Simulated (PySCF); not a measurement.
Species: C3H7NSi.
Numbering: `[H]/[N:1]=[CH:2]\[C@@H:3]1[CH2:4][SiH2:5]1` (hydrogens: H6 on N1; H7 on C2; H8 on C3; H9, H10 on C4; H11, H12 on Si5)

A GFN2-xTB structure with every atom displaced at random (by about 0.01 Å) was refined with PySCF 2.14.0, PBE0-D3(BJ)/def2-SVP geometry optimisation, gas phase. Values at the start:

```
 coordinate    start
      N1=C2  1.293 Å
      N1–H6  1.024 Å
      C2–C3  1.467 Å
      C2–H7  1.088 Å
      C3–C4  1.511 Å
     C3–Si5  1.904 Å
      C3–H8  1.097 Å
     C4–Si5  1.900 Å
      C4–H9  1.099 Å
     C4–H10  1.074 Å
    Si5–H11  1.438 Å
    Si5–H12  1.454 Å
   N1–C2–C3   129.4°
   C2–C3–C4   118.2°
  C2–C3–Si5   118.6°
  C3–C4–Si5    66.7°
  C3–Si5–C4    46.8°
  C4–C3–Si5    66.5°
N1–C2–C3–C4    -159°
```

Problem. How do these coordinates change at the PBE0-D3(BJ)/def2-SVP level?

Solution. 
| coordinate | PBE0-D3(BJ)/def2-SVP (Å or °) | change |
| --- | --- | --- |
| C4–Si5 | 1.850 | -0.050 |
| Si5–H11 | 1.483 | +0.045 |
| C3–C4 | 1.542 | +0.031 |
| Si5–H12 | 1.482 | +0.028 |
| N1=C2 | 1.270 | -0.023 |
| C4–H10 | 1.095 | +0.021 |
| C2–H7 | 1.107 | +0.019 |
| C3–Si5 | 1.890 | -0.014 |
| C2–C3 | 1.476 | +0.009 |
| N1–H6 | 1.027 | +0.003 |
| C4–H9 | 1.096 | -0.003 |
| C3–H8 | 1.098 | +0.001 |
| C4–C3–Si5 | 64.3 | -2.2 |
| C3–Si5–C4 | 48.7 | +1.9 |
| C2–C3–Si5 | 120.0 | +1.4 |
| N1–C2–C3 | 128.4 | -1.0 |
| C2–C3–C4 | 118.9 | +0.7 |
| C3–C4–Si5 | 67.0 | +0.3 |
| N1–C2–C3–C4 | -152 | +7 |

The energy falls by 10.7 kJ/mol over 7 energy and gradient evaluations, the largest force component goes from 0.0311 to 3.4e-04 Eh/bohr, and the atoms move by 0.070 Å rms after alignment. The bond that changes most is C4–Si5 (sp3 carbon bound to silicon to SiH2 silicon), which shortens by 0.050 Å. Bonds longer at the end by more than 0.005 Å: 6 of 12; shorter: 3. Rotational constants go from 9276, 2376, 2109 to 9725, 2332, 2102 MHz.

The run used 109 basis functions and 50 SCF cycles in all. Hardware: one thread, Arm Neoverse N1 (aarch64), no GPU (shared host). Cost: 43 s, 0.46 GiB resident at most.

Not checked by PBE0-D3(BJ)/def2-SVP frequencies. The numbers are those of one conformer.

The values belong to the conformer `[H]/[N:1]=[CH:2]\[C@@H:3]1[CH2:4][SiH2:5]1`: N1–C2–C3–C4 -152°.
